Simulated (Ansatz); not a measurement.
This geometry of C$_{3}$H$_{12}$OSi$_{2}$ (18 atoms, charge 0, multiplicity 1) is a first-order saddle point.

Computed with RKS B3LYP/STO-3G (Ansatz 0.2.0).

```xyz
18
Properties=species:S:1:pos:R:3
C -0.625 -1.908 0.576
C 0.230 -0.742 -0.026
Si 1.770 -0.445 1.026
Si -0.822 0.819 -0.273
C 0.109 2.146 -1.223
O -2.223 0.510 -1.218
H -0.033 -2.832 0.676
H -1.009 -1.652 1.577
H -1.492 -2.145 -0.063
H 0.571 -1.072 -1.020
H 1.396 0.011 2.345
H 2.528 -1.667 1.161
H 2.617 0.556 0.419
H -1.195 1.306 1.046
H -0.407 2.369 -2.166
H 1.131 1.835 -1.472
H 0.176 3.081 -0.654
H -2.759 -0.159 -0.659
```

Q: Which two structures does it join? (They come from a converged band through this point; their orientation in space is the band's.)

A: No bond is made or broken. The dihedral O6–Si4–C5–H16 goes from 177 to -63°. The two ends are copies of one structure, up to a mirror image or an exchange of like atoms.

Initial state:

```xyz
18
Properties=species:S:1:pos:R:3
C -0.728 -1.886 0.521
C 0.150 -0.752 -0.107
Si 1.831 -0.670 0.751
Si -0.775 0.905 -0.112
C 0.162 2.213 -1.076
O -2.306 0.788 -0.885
H -0.216 -2.861 0.478
H -0.957 -1.680 1.580
H -1.686 -1.998 -0.012
H 0.334 -1.032 -1.157
H 1.667 -0.298 2.137
H 2.485 -1.957 0.696
H 2.683 0.307 0.113
H -0.929 1.329 1.270
H 0.319 1.907 -2.118
H 1.147 2.409 -0.635
H -0.392 3.160 -1.089
H -2.826 0.126 -0.304
```

Final state:

```xyz
18
Properties=species:S:1:pos:R:3
C -0.609 -1.907 0.595
C 0.234 -0.739 -0.020
Si 1.770 -0.412 1.031
Si -0.835 0.805 -0.291
C 0.094 2.130 -1.237
O -2.227 0.468 -1.240
H -0.006 -2.822 0.709
H -1.000 -1.642 1.591
H -1.470 -2.163 -0.045
H 0.582 -1.079 -1.008
H 1.389 0.060 2.342
H 2.538 -1.627 1.187
H 2.610 0.586 0.411
H -1.217 1.313 1.018
H -0.542 3.007 -1.408
H 0.425 1.765 -2.218
H 0.983 2.467 -0.690
H -2.757 -0.200 -0.675
```

Q: How far does it lie above each of them?

A: 0.6 kcal/mol above the first and 0.6 kcal/mol above the second. This is the barrier of this one path; another mechanism may lie lower. Limits of this set-up: minimal basis.

Run time: 2 min on 1 thread of Arm Neoverse V1, with other jobs on the host, peak memory 0.14 GiB.
